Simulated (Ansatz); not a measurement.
**SnSe (SMILES [Se][Sn]): the energy, rung by rung**

SnSe: 2 atoms, total charge 0, spin state singlet. SMILES: `[Se][Sn]`. Geometry: relaxed at PBE0-D4/def2-TZVP.

```jsonl
{"atom": "Se", "x (Å)": "0.0000", "y (Å)": "0.0000", "z (Å)": "0.0065"}
{"atom": "Sn", "x (Å)": "0.0000", "y (Å)": "0.0000", "z (Å)": "2.3318"}
```

Quantity: the energy change with the Se1–Sn2 bond stretched from 2.325 to 5.813 Å, in eV. The values are calculated.

```json
{"level": "HF/STO-3G (restricted)", "kind": "Hartree–Fock", "program": "Ansatz", "value (eV)": "8.10", "less FCI/STO-3G": "+2.51", "CPU time (all runs)": "2.7 s"}
{"level": "SVWN5/STO-3G (restricted)", "kind": "LDA", "program": "Ansatz", "value (eV)": "8.70", "less FCI/STO-3G": "+3.11", "CPU time (all runs)": "11 s"}
{"level": "BLYP/STO-3G (restricted)", "kind": "GGA", "program": "Ansatz", "value (eV)": "8.00", "less FCI/STO-3G": "+2.41", "CPU time (all runs)": "19 s"}
{"level": "revPBE/STO-3G (restricted)", "kind": "GGA", "program": "Ansatz", "value (eV)": "8.15", "less FCI/STO-3G": "+2.56", "CPU time (all runs)": "21 s"}
{"level": "PBE0/STO-3G (restricted)", "kind": "global hybrid", "program": "Ansatz", "value (eV)": "9.53", "less FCI/STO-3G": "+3.94", "CPU time (all runs)": "27 s"}
{"level": "wB97X/STO-3G (restricted)", "kind": "range-separated hybrid", "program": "Ansatz", "value (eV)": "9.27", "less FCI/STO-3G": "+3.68", "CPU time (all runs)": "41 s"}
{"level": "MP2/STO-3G (restricted)", "kind": "perturbation theory", "program": "Ansatz", "value (eV)": "9.21", "less FCI/STO-3G": "+3.62", "CPU time (all runs)": "12 s"}
{"level": "CCSD(T)/STO-3G (restricted)", "kind": "coupled cluster or CI", "program": "Ansatz", "value (eV)": "8.59", "less FCI/STO-3G": "+3.00", "CPU time (all runs)": "6.8 s"}
{"level": "FCI/STO-3G", "kind": "exact in the basis", "program": "Ansatz", "value (eV)": "5.59", "less FCI/STO-3G": "0.00", "CPU time (all runs)": "26 s"}
```

FCI/STO-3G is exact within its basis and frozen core, so for wave-function methods in that basis the difference is their error; functionals converge differently with the basis, so for them it is only a difference. Spin-restricted single references rise too steeply as a bond breaks. All-electron rows without a relativistic Hamiltonian named are non-relativistic. The first shape isn't each level's own minimum. The values span 5.59 to 9.53 eV. All rows use very small basis sets, so even the best lies far from the true value. In the correlated wave-function rows the outer d shell of Se, Sn is correlated, in sets not made for it. Times are those of the runs behind each value, whatever else they computed, on shared processors of several kinds: orders of magnitude only.
